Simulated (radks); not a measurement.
Exchange energies: the exact (Fock) value of the Kohn-Sham orbitals and density-functional approximations, in hartree. Species: Re2+ [Xe] 4f14 5d5; Mn [Ar] 3d5 4s2; Hg [Hg]. Method: non-relativistic Kohn-Sham, r2SCAN, spin-polarised, spherical densities, point nucleus; meta-GGA in the generalised Kohn-Sham scheme; computed with a radial shooting solver on a logarithmic mesh with Libxc functionals. Every spin shell is full or empty, so the densities are truly spherical. Functionals are evaluated on that one density, not self-consistently.

| functional | Re2+ | Mn | Hg |
|---|---|---|---|
| exact | -309.776 | -50.9188 | -345.132 |
| LDA | -297.85 | -47.636 | -332.07 |
| B88 | -310.23 | -51.028 | -345.41 |
| PBE | -308.94 | -50.776 | -344.01 |
| PW91 | -310.15 | -50.996 | -345.35 |
| PW86 | -308.90 | -51.158 | -343.86 |
| OPTX | -315.66 | -51.230 | -351.72 |
| WC | -308.02 | -50.382 | -343.04 |
| AM05 | -298.52 | -47.973 | -332.74 |
| SOGGA | -304.26 | -49.487 | -338.96 |
| B86b | -310.03 | -51.055 | -345.19 |
| r2SCAN | -309.46 | -50.979 | -344.58 |
| Tao-Mo | -307.42 | -50.787 | -342.31 |
| MVS | -310.21 | -50.934 | -345.46 |
